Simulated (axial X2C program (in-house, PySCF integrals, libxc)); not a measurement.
## BeB along the bond: PBE0, two-component

Calculated with an in-house relativistic program for diatomic molecules. Two-component (2c) means X2C with spin–orbit coupling and atomic mean-field two-electron Coulomb and Gaunt terms. Basis: B dyall-v3z [7s6p2d1f], Be dyall-cv3z [8s8p3d1f] (cores contracted in-house); Gaussian nuclei, density fitting, unrestricted open shells. Masses: B 11.009 u, Be 9.012 u.

State: Ω = 1/2 (⟨Sz⟩ = -0.50, ⟨Lz⟩ = 1.00 at PBE0). Dipoles are positive if Be is the positive end.

| R (Å) | μ (D) | HOMO (eV) | LUMO (eV) |
| --- | --- | --- | --- |
| 1.706 | 2.006 | -5.74 | -3.73 |
| 1.784 | 1.973 | -5.72 | -3.61 |
| 1.843 | 1.942 | -5.62 | -3.52 |
| 1.902 | 1.908 | -5.53 | -3.45 |
| 1.961 | 1.872 | -5.45 | -3.38 |
| 2.030 | 1.826 | -5.37 | -3.30 |
| 2.098 | 1.780 | -5.30 | -3.23 |
| 2.187 | 1.721 | -5.22 | -3.15 |
| 2.294 | 1.653 | -5.14 | -3.06 |

**Question.** The minimum lies at 1.957 Å. What is the dipole moment there, and its slope?

**Answer.** At PBE0, 2c, with the sign and origin stated: μ = 1.87 D, dμ/dR = -0.64 D/Å.

Occupations by symmetry block were frozen at the best pattern of an incomplete PBE0 search. Density functionals use the spin component along the axis (collinear). Other states lie close and PBE0, whose exact exchange favours high spin, may order them wrongly; the determinant shown need not be the ground state. The nearest other 2c determinant of the search, Ω = 3/2, lies 0.00 eV up at the distance of the search. Without a current term, density functionals place determinants with orbital angular momentum somewhat too high. Some points did not converge and are left out.
